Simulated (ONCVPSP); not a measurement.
Logarithmic derivatives: tungsten (W), ONCV

- Element: tungsten (W)
- Generator: ONCVPSP 4.0.1
- Type: optimised norm-conserving Vanderbilt (ONCV)
- Functional: LDA (Perdew-Wang 92)
- Relativity: fully relativistic
- Frozen core: [Kr] 4d10 4f14
- Valence charge: 14
- Reference configuration: 5s2 5p6 5d5 6s1
- Partial waves: 5s+6s: rc 1.90 bohr, ncon 3, nbas 8, qcut 6.3 1/bohr, 2 projectors; 5p: rc 1.40 bohr, ncon 4, nbas 9, qcut 4.9 1/bohr, 2 projectors, debl 2.3 Ha; 5d: rc 2.85 bohr, ncon 4, nbas 9, qcut 6.5 1/bohr, 2 projectors, debl 1 Ha
- Local potential: polynomial inside 1.15 bohr (lpopt 5, dvloc0 0 Ha)
- Core correction: Teter function, fcfact 2.25, rcfact 1.55

Open shells are filled in proportion to 2j + 1.

The phase is arctan(r·R′/R) of the radial function R(r), unwrapped; energies in Ha, scanned from -4 to 5 Ha. A pole is an energy at which the radial function vanishes at the test radius. The pseudo phase is shifted by a multiple of π to meet the all-electron one at the reference energy, and phase errors are pseudo minus all-electron; the curves can meet again beyond the range given. Levels narrower than the energy grid can be missing from the lists of poles.

| channel | radius (bohr) | reference energy (Ha) | poles, all-electron | poles, pseudo | unbroken range about the reference energy with phases within 0.05 rad | phase error 1 Ha above the reference energy (rad) |
| --- | --- | --- | --- | --- | --- | --- |
| s | 1.93 | -0.20 | -2.65, 4.27 | -2.65, 2.28, 4.58 | below 2.0 | -0.008 |
| p3/2 | 1.42 | -1.43 | 1.05 | 1.05 | the whole range | -0.000 |
| p1/2 | 1.42 | -1.79 | 0.14 | 0.14 | the whole range | -0.000 |
| d5/2 | 2.90 | -0.12 | 0.10, 2.63 | 0.10, 2.64 | below 4.1 | +0.000 |
| d3/2 | 2.90 | -0.14 | 0.06, 2.56 | 0.06, 2.57 | below 3.9 | +0.000 |

Note: no bound ghost flagged; GHOST(+) flagged for s at 63.5 eV.

Phases in the p3/2 channel:

| E (Ha) | all-electron | pseudo |
| --- | --- | --- |
| -3.98 | 0.921 | 0.920 |
| -3.74 | 0.836 | 0.835 |
| -3.50 | 0.724 | 0.724 |
| -3.26 | 0.574 | 0.573 |
| -3.02 | 0.371 | 0.370 |
| -2.78 | 0.109 | 0.109 |
| -2.54 | -0.194 | -0.194 |
| -2.30 | -0.490 | -0.491 |
| -2.06 | -0.739 | -0.739 |
| -1.82 | -0.928 | -0.928 |
| -1.58 | -1.069 | -1.069 |
| -1.34 | -1.175 | -1.175 |
| -1.10 | -1.255 | -1.255 |
| -0.86 | -1.319 | -1.319 |
| -0.62 | -1.370 | -1.370 |
| -0.38 | -1.412 | -1.412 |
| -0.14 | -1.448 | -1.448 |
| 0.10 | -1.478 | -1.478 |
| 0.34 | -1.505 | -1.505 |
| 0.58 | -1.530 | -1.530 |
| 0.82 | -1.551 | -1.551 |
| 1.06 | -1.571 | -1.571 |
| 1.30 | -1.590 | -1.590 |
| 1.54 | -1.608 | -1.608 |
| 1.78 | -1.626 | -1.626 |
| 2.02 | -1.643 | -1.643 |
| 2.26 | -1.659 | -1.660 |
| 2.50 | -1.676 | -1.677 |
| 2.74 | -1.694 | -1.694 |
| 2.98 | -1.712 | -1.712 |
| 3.22 | -1.730 | -1.731 |
| 3.46 | -1.750 | -1.752 |
| 3.70 | -1.772 | -1.774 |
| 3.94 | -1.796 | -1.799 |
| 4.18 | -1.823 | -1.827 |
| 4.42 | -1.853 | -1.859 |
| 4.66 | -1.888 | -1.897 |
| 4.90 | -1.929 | -1.942 |
